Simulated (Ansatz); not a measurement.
`F[C@H]1[SiH2][C@@H]1Cl` and `Cl[C@@H]1[SiH2][C@H]1Cl` differ in one atom or group (the configuration at a centre changes too).

Ansatz, PBE0-D4/def2-TZVP geometries, multiplicity 1. 

| property | `F[C@H]1[SiH2][C@@H]1Cl` |
| --- | --- |
| size of the dipole moment (PBE/def2-TZVPP) / D | 1.82 |
| LUMO energy (B3LYP/def2-TZVPP) / eV | -0.88 |
| HOMO–LUMO gap (ωB97M-V/def2-TZVPP) / eV | 10.62 |
| LUMO energy (ωB97M-V/def2-TZVPP) / eV | 1.12 |
| HOMO energy (PBE/def2-TZVPP) / eV | -6.15 |
| HOMO energy (PBE0/def2-TZVPP) / eV | -7.35 |

Question: Give the same properties after the change, and the shifts. (Best estimate.)

Answer: Ansatz gave: 
| property | `Cl[C@@H]1[SiH2][C@H]1Cl` | shift |
| --- | --- | --- |
| size of the dipole moment (PBE/def2-TZVPP) / D | 1.80 | -0.02 |
| LUMO energy (B3LYP/def2-TZVPP) / eV | -1.03 | -0.15 |
| HOMO–LUMO gap (ωB97M-V/def2-TZVPP) / eV | 10.37 | -0.25 |
| LUMO energy (ωB97M-V/def2-TZVPP) / eV | 1.00 | -0.12 |
| HOMO energy (PBE/def2-TZVPP) / eV | -6.08 | 0.07 |
| HOMO energy (PBE0/def2-TZVPP) / eV | -7.25 | 0.10 |

With PBE0 the HOMO rises by 0.10 eV and the LUMO falls by 0.16 eV, so the gap narrows by about 0.26 eV. PBE moves the HOMO by 0.07 eV and ωB97M-V by 0.13 eV. Dipoles are sizes alone; their direction can turn.

B3LYP here is the variant with VWN-RPA as its local correlation; programs differ in this.
